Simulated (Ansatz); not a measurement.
Gas-phase electronic energies from Ansatz, PBE0-D4/def2-TZVP geometries. CBS: MP2 limit from def2 TZ/QZ plus the TZ coupled-cluster correction, frozen cores. This one scheme is used for every species. DFT in def2-TZVPP. One conformer a species, not always the lowest.

Reaction (ligand exchange at a B–C bond): `CCB(N)S` + HCl → `NB(S)Cl` + `CC`

`CCB(N)S`:

Cartesian coordinates in Å:
```
C -0.001 0.129 1.642
C 0.600 0.512 0.296
B -0.077 -0.140 -0.971
N -1.163 -1.011 -0.860
S 0.536 0.220 -2.658
H 0.516 0.617 2.472
H -1.055 0.417 1.708
H 0.059 -0.950 1.816
H 1.667 0.259 0.280
H 0.571 1.602 0.173
H -1.556 -1.258 0.031
H -1.621 -1.446 -1.642
H 1.522 1.049 -2.288
```

HCl:

Z-matrix (Å, degrees):
```
Cl
H 1 1.279
```

`NB(S)Cl`:

Cartesian coordinates in Å:
```
N -0.581 -0.769 -0.151
B 0.413 0.034 0.397
S 0.818 1.717 -0.144
Cl 1.386 -0.600 1.735
H -0.758 -1.697 0.194
H -1.175 -0.485 -0.910
H -0.103 1.801 -1.119
```

`CC`:

```xyz
8

C     0.529   -0.049    0.542
C    -0.529    0.049   -0.542
H     0.704   -1.086    0.837
H     1.484    0.362    0.206
H     0.233    0.502    1.439
H    -0.704    1.086   -0.837
H    -1.484   -0.362   -0.206
H    -0.233   -0.502   -1.439
```

```
  species  LC-ωPBE energy (Eh)
`CCB(N)S`           -558.77097
      HCl           -460.69673
`NB(S)Cl`           -939.68677
     `CC`            -79.81175
```

(1) Work out ΔE.

Largest T1 diagnostic among the species: 0.011.

Results:

(1) ΔE = (-939.68677) + (-79.81175) − (-558.77097) − (-460.69673) = -0.03082 Eh = -80.9 kJ/mol. CCSD(T)/CBS gives -77.9 kJ/mol.

Leaving LDA and LC-ωPBE aside and taking each functional with its dispersion term where it has one, the values, not all of them listed here, spread over 5.6 kJ/mol, from B2PLYP to ωB97M-V. LDA lies +9.8 kJ/mol from PBE without D4. In def2-TZVPP, CCSD(T) changes the Hartree–Fock value by +14.3 kJ/mol (the triples alone add +0.5 kJ/mol) and MP2 by +10.1 kJ/mol. The D4 term adds +5.1 kJ/mol with B3LYP and +3.2 kJ/mol with PBE0; it sums over pairs of atoms, weighted by their polarisabilities, and B3LYP, whose exchange is more repulsive, gets the larger term.

B3LYP here is the variant with VWN-RPA as its local correlation; programs differ in this.
